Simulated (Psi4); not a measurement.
Pair of molecules, SMILES CF with SMILES CC#N (the first has 5 atoms); geometry from B3LYP-D3(BJ)/def2-TZVP, rigid monomers moved along the line of their centres of mass till F2···H9 is 4.26 Å.
(charge 0, multiplicity 1):
```xyz
11

C      0.3729     0.5925    -0.1777
F      1.1632    -0.2915     0.5656
H     -0.1778     1.2259     0.5152
H      1.0306     1.1901    -0.8090
H     -0.3111     0.0062    -0.7914
C      0.7340    -0.0489     5.7025
C     -0.1774     1.0114     5.3059
N     -0.8964     1.8469     4.9793
H      1.0818    -0.5734     4.8132
H      1.5919     0.3716     6.2279
H      0.2268    -0.7526     6.3630
```

Computed with SAPT0/jun-cc-pV(D+d)Z (Psi4).

Problem. Give the four SAPT terms and the total, and say what mostly holds the pair together.

Solution. electrostatics -0.97, exchange 0.00, induction -0.03, dispersion -0.09, total -1.09 kcal/mol; the largest attraction is electrostatics.
